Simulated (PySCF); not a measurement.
Dipole moment and polarisability of Me2Si(SeBu)2

Species: Me2Si(SeBu)2, C10H24Se2Si.
Cartesian coordinates in Å at the PBE0-D3(BJ)/def2-SVP level; atoms count from 1:
```
atom  x, y, z in Å
C1     5.119    1.568    0.305
C2     3.618    1.761    0.459
C3     2.803    0.850   -0.452
C4     1.309    1.050   -0.280
Se5    0.209   -0.055   -1.481
Si6   -0.044   -1.879   -0.123
C7     1.561   -2.773    0.263
C8    -1.200   -3.033   -1.049
Se9   -0.813   -1.208    1.931
C10   -2.084    0.187    1.386
C11   -3.344   -0.324    0.715
C12   -4.344    0.781    0.379
C13   -3.843    1.795   -0.639
H14    5.413    0.532    0.535
H15    5.445    1.780   -0.726
H16    5.684    2.231    0.978
H17    3.325    1.580    1.508
H18    3.354    2.813    0.251
H19    3.081    1.025   -1.505
H20    3.059   -0.203   -0.244
H21    0.987    0.830    0.750
H22    1.020    2.088   -0.505
H23    2.033   -3.123   -0.668
H24    1.357   -3.647    0.902
H25    2.270   -2.122    0.794
H26   -2.159   -2.554   -1.289
H27   -1.405   -3.922   -0.432
H28   -0.731   -3.361   -1.990
H29   -2.319    0.713    2.325
H30   -1.533    0.882    0.737
H31   -3.069   -0.854   -0.212
H32   -3.822   -1.073    1.368
H33   -5.263    0.307   -0.003
H34   -4.641    1.300    1.309
H35   -3.540    1.301   -1.576
H36   -2.969    2.354   -0.272
H37   -4.623    2.533   -0.883
```

Level: wB97X-D/def2-SVPD (PySCF), static field, nuclei fixed, core orbitals frozen in the response. The polarisability tensor in these axes (au):

```
x   228.97   2.15  -2.52
y     2.15 202.32  -1.78
z    -2.52  -1.78 188.07
```

Problem. Diagonalise the tensor; give its mean and Δα, where Δα² is half the sum of the squared differences of the eigenvalues.

Solution. Principal values 187.73, 202.32 and 229.31 au; mean 206.45 au = 30.59 Å³ = 34.04 × 10⁻⁴⁰ C²·m²/J; Δα = 36.54 au (18 % of the mean).

Problem. What is the dipole moment, and where does it point?

Solution. (0.18, 0.30, -0.09) D, 0.36 D in size, pointing from the negative to the positive side. Measured along this direction, the outermost atoms are H27 at the negative end and H16 and H15 at the positive end.

Problem. What molar refraction does this α imply?

Solution. Lorentz–Lorenz: R = (4π/3)N_A α = 2.5225 cm³/(mol·Å³) × 30.59 Å³ = 77.2 cm³/mol, in the limit of long wavelengths.

Problem. In a dilute gas of rigid molecules at 400 K, how does the orientational term μ²/3kT compare with the electronic polarisability?

Solution. In Gaussian units μ²/3kT = 0.79 Å³ against 30.59 Å³, a ratio of 0.03; the Debye molar polarisation (4π/3)N_A(α + μ²/3kT) is 79.2 cm³/mol, leaving out the vibrational part.

Problem. Directions of the eigenvectors, and the extent of the frame along each?

Solution. Largest value along (0.99, 0.08, -0.06), where the nuclei span 10.98 Å; middle along (-0.09, 0.99, -0.11), 6.85 Å; least along (0.05, 0.11, 0.99), 4.65 Å. The response follows the extents in order.

Problem. Refractivity n − 1 of an ideal gas of it at 500 K and 1 atm, from the electronic α?

Solution. N = p/kT = 1.4678 × 10¹⁹ cm⁻³, so n − 1 = 2π × N × 30.59 × 10⁻²⁴ cm³ = 2821 × 10⁻⁶ at long wavelengths, for an ideal gas.

Geometry: PBE0-D3(BJ)/def2-SVP, one conformer, isolated molecule. The calculation is non-relativistic, for selenium too.
